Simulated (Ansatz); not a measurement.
C₁₂H₈S, SMILES `c1ccc2c(c1)sc1ccccc12`, relaxed with RKS PBE0-D4/def2-TZVP in the Gaussian-basis code of Ansatz from a GFN2-xTB geometry. The force threshold is 0.005 eV/Å; the program also tests the step.

The species carries charge 0 and has multiplicity 1.

Start:

```xyz
21

C     1.052   -0.690    3.237
C    -0.217   -0.131    3.127
C    -0.744    0.187    1.892
C     0.003   -0.056    0.743
C     1.282   -0.622    0.872
C     1.813   -0.941    2.111
S     2.074   -0.856   -0.671
C     0.688   -0.192   -1.510
C     0.568   -0.041   -2.881
C    -0.597    0.504   -3.384
C    -1.626    0.891   -2.531
C    -1.505    0.739   -1.165
C    -0.340    0.193   -0.634
H     1.448   -0.932    4.212
H    -0.794    0.057    4.020
H    -1.729    0.621    1.811
H     2.798   -1.374    2.187
H     1.371   -0.344   -3.535
H    -0.710    0.630   -4.450
H    -2.529    1.316   -2.945
H    -2.305    1.041   -0.506
```

Question: By how much does the energy fall, and how many steps does the optimiser take? (An estimate is asked.)

Answer: Ansatz gave: 0.95 kJ/mol, in 3 steps.

Question: Which bonds change most? (Estimate.)

Answer: The calculation gave: S7–C8 from 1.751 to 1.738 Å; C5–S7 from 1.751 to 1.738 Å; C3–H16 from 1.079 to 1.084 Å; C6–H17 from 1.079 to 1.084 Å.

Question: Give the relaxed structure. (Estimate.)

Answer: Ansatz gave: 
```xyz
21

C     1.056   -0.693    3.239
C    -0.218   -0.130    3.132
C    -0.742    0.187    1.895
C     0.005   -0.056    0.744
C     1.284   -0.622    0.870
C     1.816   -0.943    2.113
S     2.061   -0.850   -0.667
C     0.691   -0.193   -1.509
C     0.570   -0.041   -2.885
C    -0.596    0.503   -3.388
C    -1.629    0.892   -2.534
C    -1.505    0.740   -1.168
C    -0.339    0.193   -0.636
H     1.454   -0.937    4.217
H    -0.798    0.058    4.027
H    -1.732    0.624    1.818
H     2.804   -1.379    2.197
H     1.372   -0.343   -3.548
H    -0.708    0.629   -4.459
H    -2.536    1.316   -2.949
H    -2.312    1.043   -0.509
```
